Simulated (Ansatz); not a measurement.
Computed with Ansatz on PBE0-D4/def2-TZVP structures; ΔE is electronic, products minus reactants. CCSD(T)/CBS is the MP2 limit (def2-TZVPP, def2-QZVPP) plus CCSD(T) − MP2 in def2-TZVPP, frozen cores. DFT in def2-TZVPP. def2 core potentials past Kr. For Br, In outer-core shells are correlated without core-valence functions, which leaves a few kJ/mol of doubt a bond. Scalar relativity is left out up to krypton. One conformer a species, not always the lowest.

Reaction (redistribution): `[NH2][Al]([NH2])[NH2]` + `[CH3][InH][Br]` → `[CH3][Al]([NH2])[NH2]` + `[NH2][InH][Br]`

`[NH2][Al]([NH2])[NH2]`:

Cartesian coordinates in Å:
```
N 0.370 -1.709 0.278
Al 0.001 0.000 0.001
N 0.892 0.910 -1.230
N -1.262 0.799 0.952
H -0.199 -2.343 0.814
H 1.180 -2.189 -0.076
H 0.880 1.911 -1.328
H 1.483 0.502 -1.933
H -1.684 0.420 1.783
H -1.662 1.697 0.741
```

`[CH3][InH][Br]`:

```xyz
7

C    -0.278    0.157    1.030
In    0.587   -0.059   -0.907
Br   -1.106   -0.809   -2.585
H     0.452    0.492    1.766
H    -1.095    0.877    0.969
H    -0.692   -0.804    1.336
H     2.132    0.147   -1.608
```

`[CH3][Al]([NH2])[NH2]`:

Z-matrix (Å, degrees):
```
C
Al 1 1.949
H 1 1.093 2 112.0
H 1 1.094 2 111.6 3 -120.7
H 1 1.094 2 111.2 3 120.1
N 2 1.774 1 120.7 3 167.3
N 2 1.773 1 120.9 3 -13.0
H 6 1.006 2 126.1 1 179.1
H 6 1.006 2 124.0 1 -0.7
H 7 1.006 2 124.0 1 0.5
H 7 1.006 2 126.1 1 -179.3
```

`[NH2][InH][Br]`:

Cartesian coordinates in Å:
```
N -0.768 0.825 -0.309
In 0.772 -0.357 0.158
Br 0.090 -2.735 0.004
H -1.698 0.435 -0.304
H -0.782 1.799 -0.050
H 2.386 0.032 0.500
```

Problem. Is it downhill or uphill in electronic energy at CCSD(T)/CBS, and by how much? (Estimate.)

Solution. Computed: Uphill: ΔE = +50.1 kJ/mol.

Problem. What do these levels give: LDA (SPW92), PBE-D4, BLYP-D4, BHLYP-D4, r2SCAN0, HF/CBS(def2)? (Estimate.)

Solution. Computed: LDA (SPW92) 44.8, PBE-D4 44.7, BLYP-D4 48.0, BHLYP-D4 55.2, r2SCAN0 52.9, HF/CBS(def2) 58.5 kJ/mol.

Largest T1 diagnostic among the species: 0.013.

From PBE to PBE0 (25 % exact exchange), in def2-TZVPP and without D4, ΔE moves by +4.6 kJ/mol. Leaving LDA and LC-ωPBE aside and taking each functional with its dispersion term where it has one, the values spread over 10.5 kJ/mol, from PBE-D4 to BHLYP-D4.
